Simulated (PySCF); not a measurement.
# Cu₂H₄: fields on a plane

All numbers come from UPBE0/[Cu def2-TZVP, H def2-TZVP], no relativity, density fitting, PySCF.

The triplet minimum has Cu–H 1.502 Å (×2), Cu–H 1.674 Å (×2), Cu–H 1.705 Å (×2); Cu–H–Cu 89.3° (×2), H–Cu–H 90.7° (×2), H–Cu–H 96.0° (×2), H–Cu–H 173.3° (×2).

The plane holds Cu1 at (0.00, 0.00), Cu2 at (2.38, 0.00), H3 at (1.17, 1.20), H4 at (1.21, -1.20), H5 at (-1.18, 0.93), H6 at (3.56, -0.93) Å. Columns run from x = -3.15 to 5.85 Å, rows from y = 3.45 (top) to -3.15 Å, in steps of 0.3 Å. Other isomers or separated fragments may lie lower.

Question: Give the highest occupied orbital (Å^-3/2) at -6.85 eV (cut at ±0.3; overall sign arbitrary). Every second row and column.

Answer: 
```
 0.00  0.00  0.00  0.00  0.00  0.00  0.01  0.01  0.01  0.01  0.01  0.01  0.00  0.00  0.00  0.00
 0.00  0.00 -0.01 -0.01  0.00  0.01  0.03  0.04  0.04  0.03  0.02  0.01  0.01  0.01  0.00  0.00
 0.00 -0.01 -0.01 -0.02 -0.01  0.02  0.06  0.10  0.10  0.08  0.05  0.03  0.02  0.01  0.01  0.00
-0.01 -0.02 -0.04 -0.05 -0.03  0.03  0.12  0.28  0.23  0.15  0.11  0.07  0.04  0.02  0.01  0.00
-0.01 -0.03 -0.07 -0.16 -0.07  0.03  0.11  0.30  0.29  0.18  0.19  0.13  0.07  0.03  0.01  0.01
-0.01 -0.03 -0.07 -0.13 -0.01  0.30 -0.21  0.09  0.03 -0.30  0.30  0.17  0.09  0.04  0.02  0.01
-0.01 -0.03 -0.07 -0.12 -0.19 -0.30  0.29 -0.03  0.06  0.30 -0.26  0.12  0.09  0.04  0.02  0.01
-0.01 -0.02 -0.06 -0.12 -0.21 -0.21 -0.09 -0.25 -0.10  0.01 -0.05  0.16  0.12  0.04  0.02  0.01
-0.01 -0.02 -0.04 -0.08 -0.13 -0.16 -0.22 -0.30 -0.25 -0.07  0.01  0.09  0.08  0.03  0.01  0.01
-0.01 -0.01 -0.02 -0.04 -0.07 -0.10 -0.14 -0.18 -0.13 -0.05  0.00  0.03  0.03  0.02  0.01  0.00
 0.00 -0.01 -0.01 -0.02 -0.03 -0.04 -0.06 -0.07 -0.05 -0.03  0.00  0.01  0.01  0.01  0.00  0.00
 0.00  0.00  0.00 -0.01 -0.01 -0.02 -0.02 -0.02 -0.02 -0.01  0.00  0.00  0.00  0.00  0.00  0.00
```

Question: Give the spin density (e/Å³) (cut at ±0.5 e/Å³). Lower edges of the bins (e/Å³): '0' -0.022, '1' 0.030, '2' 0.082, '3' 0.134, '4' 0.186, '5' 0.239, '6' 0.291, '7' 0.343, '8' 0.395, '9' 0.448; top 0.50.

Answer: 
```
0000000000000000000000000000000
0000000000000000000000000000000
0000000000000000000000000000000
0000000000000000000000000000000
0000000000000000000000000000000
0000000000000001000000000000000
0000001100000012110000000000000
0000012210000134211000000000000
0000125510000033211111000000000
0000124410000001110121100000000
0000012102653000155662110000000
0000011108995000189931110000000
0000001113996100069950111000000
0000001137564100044720121000000
0000000122101110000001442100000
0000000011111243000001542100000
0000000000011243100001221000000
0000000000001121000000110000000
0000000000000010000000000000000
0000000000000000000000000000000
0000000000000000000000000000000
0000000000000000000000000000000
0000000000000000000000000000000
```

With open d or f shells other occupations or spin states may lie lower.
